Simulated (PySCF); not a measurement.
# A small calculation by hand: chemical shift, span and skew from a shielding tensor

3-methylthietane (C₄H₈S), SMILES C1C(CS1)C. Atoms are numbered in the order given.

```xyz
13

C      2.2139    -0.1867     0.0000
C      0.8181     0.4179     0.0000
C     -0.1287    -0.0125    -1.1420
S     -1.5628    -0.0674     0.0000
C     -0.1287    -0.0125     1.1420
H      2.7821     0.1275    -0.8907
H      2.7821     0.1275     0.8907
H      2.1639    -1.2882     0.0000
H      0.8847     1.5181     0.0000
H     -0.2351     0.6917    -1.9803
H      0.1070    -1.0135    -1.5384
H     -0.2351     0.6917     1.9803
H      0.1070    -1.0135     1.5384
```
Charge 0, spin multiplicity 1.

Geometry optimised at ωB97X-D3(BJ)/def2-SVP.

GIAO shieldings from PBE/pcSseg-1 (PySCF), non-relativistic, no solvent. The symmetric part of the tensor of C3 has the principal values 122.0, 128.2, 167.3 ppm. The same nucleus in TMS has σ = 182.0 ppm at this level (PySCF, at its B3LYP-D3(BJ)/def2-TZVP geometry).

**Question.** Work out the isotropic shielding, the ¹³C shift against TMS, the span and the skew.

**Answer.** 
σ(iso) = (σ11 + σ22 + σ33)/3 = 139.2 ppm. δ = σ(ref) − σ(iso) = 182.0 − (139.2) = 42.8 ppm.
Span Ω = σ33 − σ11 = 45.3 ppm. Skew κ = 3(σ(iso) − σ22)/Ω = 0.73. Tumbling in solution averages the tensor to δ; in a static solid the shielding alone would spread this spin-1/2 line over Ω.
